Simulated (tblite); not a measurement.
Start geometry of `CCO[C@@H]1O[CH][C@H]1F` [radical] from a force field or distance geometry (Å):
```
atom  x, y, z in Å
C1     2.5262    0.3042    0.1431
C2     1.2010   -0.4257    0.2546
O3     0.1034    0.3795    0.0307
C4    -1.0276   -0.4179    0.1637
O5    -1.7581   -0.3285   -1.0282
C6    -2.2004    0.9109   -0.5117
C7    -2.2320    0.1704    0.8261
F8    -3.2749   -0.7211    0.7778
H9     2.4290    1.3900    0.2138
H10    3.2739   -0.0715    0.8646
H11    2.9287    0.0537   -0.8674
H12    1.1393   -1.2536   -0.4961
H13    1.0812   -0.9031    1.2679
H14   -0.7650   -1.4758    0.4274
H15   -1.3133    1.6192   -0.5416
H16   -2.1190    0.7781    1.7315
```

Problem. What comes out of this run: tblite 0.8.0, GFN2-xTB geometry optimisation, gas phase?

Solution. 
```
atom  x, y, z in Å
C1     2.238    0.124   -0.107
C2     1.441   -0.759    0.843
O3     0.167   -0.213    1.175
C4    -0.773   -0.259    0.190
O5    -0.698    0.793   -0.804
C6    -1.955    1.250   -0.458
C7    -2.164    0.250    0.619
F8    -3.189   -0.661    0.461
H9     2.374    1.110    0.329
H10    3.212   -0.324   -0.286
H11    1.717    0.235   -1.054
H12    1.302   -1.760    0.411
H13    1.952   -0.853    1.803
H14   -0.803   -1.229   -0.330
H15   -2.607    1.691   -1.184
H16   -2.221    0.614    1.650
```

The energy falls by 2.150 eV over 149 L-BFGS steps, the largest force on an atom goes from 2.51 to 0.007 eV/Å, and the atoms move by 0.904 Å rms after alignment. The bond that changes most is C6–H15 (ends: carbon bonded to C, O and H; hydrogen on carbon), which shortens by 0.065 Å. Bonds longer at the end by more than 0.005 Å: 5 of 16; shorter: 10. Among the angles that change most is C7–C6–H15, from 109.9° to 133.1°. Among the dihedrals that turn most is H15–C6–C7–F8, from -177° to 27°. Rotational constants go from 6055, 1105, 1056 to 4607, 1261, 1068 MHz. The orientation of the end geometry is arbitrary; only internal coordinates are fixed.

Time: 0.69 s wall. Hardware: one thread of an Arm Neoverse V2, shared host with 32 logical CPUs at a one-minute load of 27.

Its GFN2-xTB frequencies are all real (lowest 49 cm⁻¹). 3 starts were optimised and ended at 0.00, 0.71 and 1.13 kcal/mol (GFN2-xTB); the lowest of these is shown.

One conformer stands for the species.

All values are computed, not measured.
